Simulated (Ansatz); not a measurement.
Steps of a relaxation of `[F][Al]([SH])[Br]` with RKS PBE0-D4/def2-TZVP.

```sh
$ ansatz run in.yaml --threads 2 --pin off --events-out ev --progress --plain --max-ram 32768MiB --backend cpu
```

```yaml
crystal:
  periodic: [false, false, false]
  atoms:
    - {symbol: F, position_ang: [-1.038154, -1.254891, 1.188505]}
    - {symbol: Al, position_ang: [-0.374838, -0.383403, -0.075812]}
    - {symbol: S, position_ang: [1.768038, 0.089784, -0.055051]}
    - {symbol: Br, position_ang: [-1.796978, 0.225237, -1.710707]}
    - {symbol: H, position_ang: [1.491833, 1.249574, 0.611666]}
basis:
  gaussian: {orbitals: def2-TZVP}
hamiltonian: {xc: pbe0, dispersion: d4}
relax: {f_tol: 0.005, max_steps: 150}
```

Positions (Å) and forces (eV/Å) along the path, 16 of 16 steps:

```xyz
5
step=1 energy=-90201.1920 eV
F    -1.038   -1.255    1.189    0.351    0.492   -0.730
Al   -0.375   -0.383   -0.076   -0.246   -0.378    0.555
S     1.768    0.090   -0.055   -0.416    0.344    0.194
Br   -1.797    0.225   -1.711    0.198   -0.074    0.205
H     1.492    1.250    0.612    0.113   -0.383   -0.224
5
step=2 energy=-90201.2131 eV
F    -1.051   -1.260    1.173    0.255    0.303   -0.424
Al   -0.374   -0.385   -0.063   -0.207   -0.295    0.434
S     1.750    0.095   -0.058   -0.090    0.150    0.096
Br   -1.775    0.222   -1.692    0.011    0.008   -0.007
H     1.500    1.254    0.598    0.031   -0.166   -0.098
5
step=3 energy=-90201.2198 eV
F    -1.032   -1.251    1.171   -0.013    0.008   -0.024
Al   -0.378   -0.386   -0.059   -0.007   -0.039    0.053
S     1.740    0.093   -0.055    0.047   -0.014   -0.018
Br   -1.766    0.227   -1.693   -0.030    0.009   -0.024
H     1.486    1.244    0.594    0.002    0.036    0.013
5
step=4 energy=-90201.2204 eV
F    -1.043   -1.262    1.163    0.001   -0.010    0.010
Al   -0.378   -0.388   -0.052    0.001    0.000   -0.008
S     1.743    0.092   -0.047    0.002   -0.002    0.012
Br   -1.768    0.227   -1.688    0.000    0.009   -0.003
H     1.497    1.256    0.583   -0.005    0.002   -0.013
5
step=5 energy=-90201.2217 eV
F    -1.057   -1.285    1.154    0.017   -0.020    0.028
Al   -0.378   -0.392   -0.039    0.005    0.019   -0.060
S     1.747    0.083   -0.025   -0.048    0.042    0.070
Br   -1.761    0.240   -1.678    0.024    0.014    0.024
H     1.499    1.280    0.547    0.002   -0.055   -0.061
5
step=6 energy=-90201.2274 eV
F    -1.079   -1.328    1.136    0.039   -0.041    0.053
Al   -0.378   -0.400   -0.015    0.006    0.040   -0.121
S     1.750    0.066    0.022   -0.109    0.200    0.178
Br   -1.744    0.266   -1.658    0.039    0.031    0.045
H     1.500    1.321    0.474    0.025   -0.230   -0.155
5
step=7 energy=-90201.2423 eV
F    -1.109   -1.403    1.104    0.080   -0.051    0.077
Al   -0.379   -0.408    0.029   -0.004    0.017   -0.184
S     1.750    0.044    0.109   -0.214    0.668    0.297
Br   -1.707    0.315   -1.621    0.031    0.073    0.052
H     1.496    1.378    0.338    0.107   -0.707   -0.243
5
step=8 energy=-90201.2664 eV
F    -1.125   -1.479    1.075    0.063   -0.142    0.087
Al   -0.374   -0.442    0.059   -0.006    0.141   -0.134
S     1.735    0.035    0.244   -0.285    1.330    0.103
Br   -1.654    0.398   -1.568   -0.005    0.076    0.003
H     1.468    1.415    0.149    0.233   -1.405   -0.059
5
step=9 energy=-90201.3266 eV
F    -1.127   -1.584    1.005    0.178    0.123    0.054
Al   -0.394   -0.393    0.144   -0.098   -0.357   -0.132
S     1.699    0.070    0.374   -0.168    1.188   -0.090
Br   -1.607    0.447   -1.523   -0.114    0.207   -0.059
H     1.478    1.386   -0.041    0.202   -1.161    0.227
5
step=10 energy=-90201.4309 eV
F    -1.082   -1.637    0.985    0.037   -0.036    0.027
Al   -0.406   -0.423    0.121    0.206    0.076   -0.024
S     1.643    0.167    0.539   -0.251    0.078   -0.028
Br   -1.623    0.522   -1.496   -0.008    0.042    0.012
H     1.518    1.297   -0.190    0.015   -0.160    0.013
5
step=11 energy=-90201.4320 eV
F    -1.059   -1.640    0.984    0.001   -0.074    0.044
Al   -0.408   -0.416    0.117   -0.267    0.047   -0.202
S     1.602    0.177    0.553    0.321   -0.060    0.272
Br   -1.640    0.521   -1.499    0.022    0.006    0.052
H     1.555    1.285   -0.197   -0.077    0.080   -0.165
5
step=12 energy=-90201.3994 eV rejected
F    -1.027   -1.704    0.923    0.056    0.198   -0.090
Al   -0.410   -0.394    0.140   -0.119   -0.256    0.100
S     1.558    0.269    0.712    0.010    0.874   -1.067
Br   -1.636    0.575   -1.459    0.037   -0.002    0.019
H     1.565    1.180   -0.357    0.016   -0.813    1.039
5
step=13 energy=-90201.4464 eV
F    -1.043   -1.670    0.960    0.001    0.000   -0.007
Al   -0.411   -0.412    0.122   -0.017   -0.002   -0.004
S     1.583    0.229    0.629    0.028    0.027    0.005
Br   -1.635    0.553   -1.479    0.005    0.003    0.004
H     1.556    1.227   -0.273   -0.016   -0.028    0.003
5
step=14 energy=-90201.4467 eV
F    -1.041   -1.680    0.951   -0.005   -0.010    0.006
Al   -0.411   -0.413    0.127    0.004    0.029   -0.013
S     1.575    0.249    0.647    0.007   -0.009   -0.001
Br   -1.630    0.562   -1.472    0.007   -0.008    0.005
H     1.557    1.209   -0.295   -0.013   -0.001    0.003
5
step=15 energy=-90201.4469 eV
F    -1.042   -1.678    0.954    0.000    0.005   -0.002
Al   -0.410   -0.412    0.128    0.001   -0.005    0.001
S     1.580    0.242    0.641   -0.001    0.000   -0.001
Br   -1.626    0.561   -1.473   -0.001    0.000    0.001
H     1.547    1.213   -0.290    0.000    0.001    0.001
5
step=16 energy=-90201.4469 eV
F    -1.043   -1.677    0.954    0.000    0.000    0.000
Al   -0.409   -0.413    0.127    0.000    0.000    0.000
S     1.580    0.242    0.640    0.000    0.000    0.000
Br   -1.626    0.561   -1.473    0.000    0.000    0.000
H     1.547    1.213   -0.290    0.000    0.000    0.000
```

It took 6.1 min on 2 threads of a server CPU on a shared host, with 0.45 GiB of host memory at the peak.
